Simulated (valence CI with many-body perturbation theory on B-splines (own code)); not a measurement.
Results of a calculation; reference values are marked as such.
Lu⁴⁰⁺: what the settings do

Level of theory: valence CI with perturbative core correlation (CI+MBPT): three valence electrons over a frozen Dirac-Fock core [Ar] 3d10, a basis of 6 s, 6 p, 5 d, 3 f, 1 g functions for each j, with the one-electron correlation potential Σ1 (screened to all orders), the two-electron term Σ2, the three-electron term Σ3, Breit, model QED; selected single and double excitations, second order for the rest, scaled by the run's own slope (own B-spline code, finite nucleus).

The last digits are not significant, and no measured levels were compared; by estimate large intervals hold to a few tenths of a per cent, small ones and those within an open d or f shell to about a per cent.

The reference run has the lowest level (4s^2 4p1/2) J=1/2 and an ionisation energy of 1933.82 eV. Its largest variational space holds 2828 state functions.

Levels are named by their leading jj configuration (3d3/2^4 stands for four electrons in 3d with j = 3/2), which in mixed levels can hold well under half, so a name can repeat and another be missing. Letters in brackets count levels of one name in rising energy.

Changed runs:
A. core polarisation of operators on → off
B. orbitals per symmetry with explicit Σ2 and valence Breit (the others get mean screening factors) 5 → 4
C. correlating orbitals by l 3 3 3 2 1 → 4 4 3 0 0
D. correlating orbitals by l 3 3 3 2 1 → 2 2 1 1 0; natural orbitals for correlation on → off (bad on purpose)

Excitation energies of the reference run in cm⁻¹, and shifts in cm⁻¹:

```csv
Level,Reference,A,B,C,D
(4s^2 4p3/2) J=3/2,634368,0,+5.8,+15,-24
(4s 4p1/2^2) J=1/2,719144,0,-0.4,+4.7,-86
(4s 4p1/2 4p3/2) J=3/2 [a],1256130,0,+5.1,-413,-689
(4s 4p1/2 4p3/2) J=5/2,1319010,0,+1.5,-19,-208
(4s 4p1/2 4p3/2) J=3/2 [b],1409150,0,+2.4,+333,+267
(4s 4p1/2 4p3/2) J=1/2,1430470,0,+2.9,+379,+360
(4s^2 4d3/2) J=3/2,1841460,0,+6.7,+874,+725
(4s 4p3/2^2) J=5/2,1886970,0,+8.5,-219,-508
(4s^2 4d5/2) J=5/2,2021630,0,+10,+1151,+1012
(4s 4p3/2^2) J=1/2,2065030,0,+11,+673,+745
(4s 4p3/2^2) J=3/2,2095290,0,+7.8,+742,+731
(4p1/2^2 4p3/2) J=3/2,2133620,0,+1.4,+87,-24
Ionisation energy (eV),1933.82,0,+0.0049,-0.06,-0.11
```

No effect on these energies: A.
